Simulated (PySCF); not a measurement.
A geometry optimisation on `[O]=[Ru](=[O])(=[O])=[O]`.

Method: PBE0-D3(BJ)/def2-SVP geometry optimisation, gas phase, def2 core potentials past Kr (PySCF 2.14.0). Start geometry: GFN2-xTB. The input is one job of a driver script: a line of settings, then coordinates in Å.

Input:
```
{"job": {"xc": "PBE0", "basis": "def2-SVP", "d3": "d3bj", "grid": 1, "maxiter": 30, "shake": 0.03, "kind": "geom"}, "charge": 0, "multiplicity": 1}
Ru     0.061270    -0.076580     0.012710
O     -0.007080    -0.030550     1.597480
O      1.448130     0.002740    -0.570080
O     -0.663410     1.319670    -0.526630
O     -0.764070    -1.325760    -0.575600
```

Question: Give the output.

Answer: 
```
step   0  E = -395.07701424  max force = 0.249231
step   1  E = -395.12673371  max force = 0.015036
step   2  E = -395.12744030  max force = 0.004896
step   3  E = -395.12747265  max force = 0.001044
step   4  E = -395.12747461  max force = 0.000268
optimisation converged
```

Energies in Eh; «max force» is the largest Cartesian gradient component in Eh/bohr.

Question: How much energy does the optimisation release, in kcal/mol?

Answer: E(step 0) − E(last step) = 0.050460 Eh, which is 31.7 kcal/mol.

Summary of the converged run: final energy -395.12747 Eh after 4 steps; dipole 0.00 D.

Question: Give the final coordinates.

Answer: 0.090 Å rms from the input after alignment:
```
atom  x, y, z in Å
Ru1    0.0145   -0.0221   -0.0122
O2     0.0264   -0.0464    1.6511
O3     1.5791   -0.0381   -0.5766
O4    -0.7520    1.3566   -0.5425
O5    -0.7931   -1.3605   -0.5819
```

Question: How long does this job take on an Arm Neoverse V2 with one thread, shared host with 32 logical CPUs at a one-minute load of 22? And the peak memory of the process?

Answer: About 16 s, with 0.34 GiB resident at the peak, the Python interpreter and its libraries included.
Labels such as C1 count atoms from 1, the log's own numbers from 0.
